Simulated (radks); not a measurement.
The niobium ion Nb2+ inside a hard spherical wall (all orbitals vanish at R), configuration held at [Kr] 4d3 and not refilled when levels cross. Calculated with a radial shooting solver on a logarithmic mesh with Libxc functionals: scalar-relativistic Kohn-Sham, PBEsol, spin-polarised, spherical densities, finite nucleus; open shells are filled with parallel spins first (spin-orbit coupling, left out, can overturn this in heavy ions); Fermi nuclear charge, rms radius 4.324 fm. Eigenvalues in eV for spin up, with the zero of energy where the potential of the charges vanishes at infinity; a dash marks a level that is unbound or too diffuse for the functional's potential to be trusted. A positive occupied level is held by the wall or, in an anion where self-interaction has pushed it up, behind a barrier. The pressure on the wall is -dE/dV.

| R (bohr) | E (hartree) | kinetic (hartree) | e(3d) | e(4s) | e(4p) | e(4d) | e(5s, empty) | e(5p, empty) | pressure (GPa) |
|---|---|---|---|---|---|---|---|---|---|
| free | -3816.75147 | 3929.476 | -213.94 | -76.494 | -52.599 | -19.972 | -17.415 | -12.488 | 0 |
| 12 | -3816.75147 | 3929.476 | -213.94 | -76.494 | -52.599 | -19.972 | -17.415 | -12.488 | < 0.0001 |
| 7 | -3816.75119 | 3929.480 | -213.91 | -76.475 | -52.581 | -19.955 | -17.349 | -12.224 | 0.0270 |
| 6 | -3816.74948 | 3929.496 | -213.82 | -76.395 | -52.506 | -19.879 | -17.090 | -11.589 | 0.246 |
| 4 | -3816.67140 | 3929.981 | -211.89 | -74.845 | -51.041 | -18.073 | -11.520 | -2.914 | 21.8 |
| 3 | -3816.17117 | 3932.623 | -205.58 | -70.300 | -46.471 | -11.519 | 8.165 | 21.980 | 326 |
| 2 | -3810.24285 | 3957.967 | -172.31 | -44.022 | -16.891 | 27.752 | 119.66 | 144.40 | 10200 |
